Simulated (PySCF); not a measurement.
C₅H₉N. Atoms are numbered in the order given.

```xyz
15

C      2.4427     0.0850     0.0000
C      1.1150     0.0415     0.0000
C      0.0315    -0.0344    -1.0594
N     -0.9220    -0.4152     0.0000
C     -2.2364     0.1691     0.0000
C      0.0315    -0.0344     1.0594
H      3.0105     0.1033    -0.9347
H      3.0105     0.1033     0.9347
H     -0.1822     0.9585    -1.5140
H      0.1559    -0.7701    -1.8740
H     -2.2247     1.2853     0.0000
H     -2.7979    -0.1618    -0.8887
H     -2.7979    -0.1618     0.8887
H      0.1559    -0.7701     1.8740
H     -0.1822     0.9585     1.5140
```

The structure is a stationary point at B3LYP-D3(BJ)/def2-SVP.

Method: HF/def2-TZVP (PySCF).

ESP charges are fitted to the potential on shells at 1.4 to 2.0 van der Waals radii. Atomic charges (e):

```csv
atom,Mulliken,ESP fit,IAO,Löwdin
C1,(withheld),-0.65,-0.33,-0.20
C2,-0.11,0.04,0.03,-0.18
C3,(withheld),0.08,-0.10,-0.19
N4,-0.21,-0.31,-0.32,0.05
C5,(withheld),-0.49,-0.22,-0.31
C6,(withheld),0.08,-0.10,-0.19
H7,(withheld),0.23,0.14,0.12
H8,(withheld),0.23,0.14,0.12
H9,0.09,0.07,0.10,0.12
H10,0.10,0.06,0.12,0.12
H11,0.08,0.15,0.08,0.09
H12,0.11,0.18,0.12,0.11
H13,0.11,0.18,0.12,0.11
H14,0.10,0.06,0.12,0.12
H15,0.09,0.07,0.10,0.12
```

What belongs in the gaps? (Estimate from the structure and the level; the computed values follow.)


- C1, Mulliken: -0.28
- C3, Mulliken: -0.04
- C5, Mulliken: -0.24
- C6, Mulliken: -0.04
- H7, Mulliken: 0.13
- H8, Mulliken: 0.13

Computed Mayer and Wiberg (Löwdin basis) orders of the bonds:
```csv
bond,Mayer,Wiberg
C1–C2,1.90,2.12
C2–C3,0.99,1.11
C3–N4,0.99,1.21
N4–C5,0.95,1.37
C2–C6,0.99,1.11
N4–C6,0.99,1.21
C1–H7,0.97,0.89
C1–H8,0.97,0.89
C3–H9,0.97,0.87
C3–H10,0.96,0.89
C5–H11,0.98,0.92
C5–H12,0.99,0.92
C5–H13,0.99,0.92
C6–H14,0.96,0.89
C6–H15,0.97,0.87
```
